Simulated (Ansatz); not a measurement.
# Redistribution: SiH(CH3)Cl2 + Si(CH3)3Cl → SiHCl3 + Si(CH3)4

Species: SiH(CH3)Cl2 (methyldichlorosilane), singlet; Si(CH3)3Cl (chlorotrimethylsilane), singlet; SiHCl3 (trichlorosilane) `Cl[SiH](Cl)Cl`, singlet; Si(CH3)4 (tetramethylsilane), singlet. The partners trade CH3 for Cl; both sit on Si, so the bond types are kept.

Shapes, held fixed at every level: PBE0-D4/def2-TZVP. Programs: Ansatz 0.2.0. Electronic energies: no zero-point or thermal term.

```json
{"level": "HF/def2-SVP", "kind": "Hartree–Fock", "ΔE (kJ/mol)": "+42.0", "less CCSD(T)/CBS estimate": "+9.1"}
{"level": "SPW92/def2-TZVPP", "kind": "LDA", "ΔE (kJ/mol)": "+32.4", "less CCSD(T)/CBS estimate": "-0.5"}
{"level": "B3LYP-D4/def2-TZVPP", "kind": "global hybrid", "ΔE (kJ/mol)": "+33.3", "less CCSD(T)/CBS estimate": "+0.4"}
{"level": "PBE0-D4/def2-TZVPP", "kind": "global hybrid", "ΔE (kJ/mol)": "+33.5", "less CCSD(T)/CBS estimate": "+0.6"}
{"level": "wB97X-V/def2-TZVPP", "kind": "range-separated hybrid", "ΔE (kJ/mol)": "+34.7", "less CCSD(T)/CBS estimate": "+1.8"}
{"level": "CCSD(T)/def2-SVP", "kind": "coupled cluster or CI", "ΔE (kJ/mol)": "+30.9", "less CCSD(T)/CBS estimate": "-2.0"}
{"level": "CCSD(T)/CBS estimate", "kind": "coupled cluster or CI", "ΔE (kJ/mol)": "+32.9", "less CCSD(T)/CBS estimate": "0.0"}
```

The highest level, CCSD(T)/CBS estimate, gives ΔE = +32.9 kJ/mol; the levels span +30.9 to +42.0. The column of differences is taken from that level and isn't an error. No measured value is set beside it here. The CBS estimate extrapolates MP2 from def2-TZVPP and def2-QZVPP and adds CCSD(T) − MP2 in the triple-zeta set, cores frozen.
